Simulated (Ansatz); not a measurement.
`CC(C)=CC(C)(C)C` → `CC1(C)CCCCC1`  (isomerisation)

Gas-phase electronic energies from Ansatz, PBE0-D4/def2-TZVP geometries. CBS: MP2 limit from def2 TZ/QZ plus the TZ coupled-cluster correction, frozen cores. Functionals use def2-TZVPP.

CCSD(T)/CBS gives -84.9 kJ/mol.

Problem. Another level gave -96.6 kJ/mol. Which?
A. ωB97X-V/def2-TZVPP
B. BLYP-D4/def2-TZVPP
C. BLYP/def2-TZVPP
D. PBE/def2-TZVPP

Solution. A. ωB97X-V -96.6, BLYP -46.8, PBE -75.4, BLYP-D4 -57.3 kJ/mol.

Largest T1 diagnostic among the species: 0.009.

From PBE to PBE0 (25 % exact exchange), in def2-TZVPP and without D4, ΔE moves by −15.4 kJ/mol. In def2-TZVPP, CCSD(T) changes the Hartree–Fock value by −10.7 kJ/mol (the triples alone add +2.6 kJ/mol) and MP2 by −17.2 kJ/mol.
